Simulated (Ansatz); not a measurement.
Geometry optimisation, Ansatz, RKS PBE0/def2-SVP.

Input:

```yaml
crystal:
  periodic: [false, false, false]
  atoms:
    - { symbol: Ge, position_ang: [0.0, 0.0, 0.0] }
    - { symbol: Ge, position_ang: [0.0, 0.0, 2.75] }
    - { symbol: H, position_ang: [-1.3958, -0.4318, 3.2674] }
    - { symbol: H, position_ang: [1.0719, -0.9929, 3.2674] }
    - { symbol: H, position_ang: [0.324, 1.4247, 3.2674] }
    - { symbol: H, position_ang: [1.4616, 0.0, -0.5162] }
    - { symbol: H, position_ang: [-0.73, 1.2648, -0.5162] }
    - { symbol: H, position_ang: [-0.73, -1.2648, -0.5162] }
    - { symbol: O, position_ang: [-1.9644, 0.0, 0.6527] }
    - { symbol: H, position_ang: [-2.5095, -0.6297, 0.0813] }
    - { symbol: H, position_ang: [-1.4713, 0.0, 1.8309] }
basis:
  gaussian: { orbitals: def2-SVP }
hamiltonian:
  xc: pbe0
relax:
  f_tol: 0.15
  max_steps: 25
  restrain:
    - { distance: [0, 8], at: 1.77, k: 30.0 }
    - { distance: [10, 1], at: 1.55, k: 30.0 }
    - { distance: [0, 1], at: 3.6, k: 30.0 }
    - { distance: [10, 8], at: 2.21, k: 30.0 }
```

Command:

```bash
$ ansatz run input.yaml --threads 4 --pin off --max-ram 5120MiB --backend cpu --events-out ev --progress --plain --runs-dir out
```

Task: Where does it end, and by what steps?

Result: It converged. The restraints hold the end off the free minimum; the threshold counts their pulls, which the force column leaves out. Restrained pairs: Ge1–O9 (2.07 → 1.78 Å), Ge2–H11 (1.73 → 1.54 Å), Ge1–Ge2 (2.75 → 3.61 Å), O9–H11 (1.28 → 2.22 Å). After 12 steps the energy has fallen by 3.391 eV (the restraints' own energy left out); H6 moved furthest, 1.43 Å.

| step | energy less start (eV) | largest force component (eV/Å) | accepted |
| --- | --- | --- | --- |
| 0 | 0.0000 | 3.836 | yes |
| 1 | 1.2139 | 2.796 | yes |
| 2 | 1.8213 | 2.190 | yes |
| 3 | 0.5764 | 2.185 | yes |
| 4 | -0.6687 | 1.552 | yes |
| 5 | -1.6628 | 1.008 | yes |
| 6 | -2.2949 | 1.142 | yes |
| 7 | -2.7364 | 1.264 | yes |
| 8 | -3.0300 | 1.197 | yes |
| 9 | -3.2189 | 1.100 | yes |
| 10 | -3.3232 | 0.886 | yes |
| 11 | -3.3859 | 0.534 | yes |
| 12 | -3.3912 | 0.431 | yes |

```xyz
11
Properties=species:S:1:pos:R:3
Ge -0.367 0.107 -0.492
Ge -0.279 -0.142 3.111
H -0.754 -0.467 4.541
H 0.957 -0.998 2.794
H 0.091 1.348 3.022
H 0.663 0.292 0.635
H -0.188 1.213 -1.539
H -0.199 -1.294 -1.114
O -2.031 0.291 0.106
H -2.423 -0.538 0.396
H -1.413 -0.441 2.109
```

Run time: 23 s on 4 threads of Arm Neoverse V2, with other jobs on the host, peak memory 0.32 GiB.
